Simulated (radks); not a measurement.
Dispersion coefficients C6 (hartree bohr^6) between ground-configuration atoms and ions, from the Casimir-Polder integral (3/pi) of alpha_A(iw) alpha_B(iw). Calculated with a radial shooting solver on a logarithmic mesh with Libxc functionals: scalar-relativistic Kohn-Sham, LB94 model potential, spin-polarised, spherical densities, finite nucleus; open shells are filled with parallel spins first (spin-orbit coupling, left out, can overturn this in heavy ions); Fermi nuclear charge, rms radius of each element as measured or else 0.836 A^(1/3) + 0.57 fm. Response by self-consistent Sternheimer equations with the Hartree and adiabatic LDA kernel, the relativistic mass of each level held fixed and spin-orbit coupling left out. For heavy and open-shell atoms this level of theory can miss by tens of per cent.

C6       Eu    Eu+   Eu2+   Eu3+   Eu4+   Eu5+   Eu6+
Eu     1849
Eu+   920.9  470.5
Eu2+  225.2  128.6  51.29
Eu3+  168.0  98.00  41.49  33.85
Eu4+  135.2  79.72  34.81  28.54  24.15
Eu5+  112.7  66.79  29.55  24.30  20.60  17.59
Eu6+  94.70  56.33  25.19  20.75  17.62  15.06  12.91

Static polarisabilities (bohr^3): Eu ([Xe] 4f7 6s2) 131.7, Eu+ ([Xe] 4f7 6s1) 58.19, Eu2+ ([Xe] 4f7) 8.736, Eu3+ ([Xe] 4f6) 5.931, Eu4+ ([Xe] 4f5) 4.620, Eu5+ ([Kr] 4d10 4f5 5s2 5p5) 3.809, Eu6+ ([Kr] 4d10 4f5 5s2 5p4) 3.173. The combination rule 2 Ca Cb / ((alpha_b/alpha_a) Ca + (alpha_a/alpha_b) Cb) gives 150.0 for Eu-Eu3+, against 168.0 from the integral.
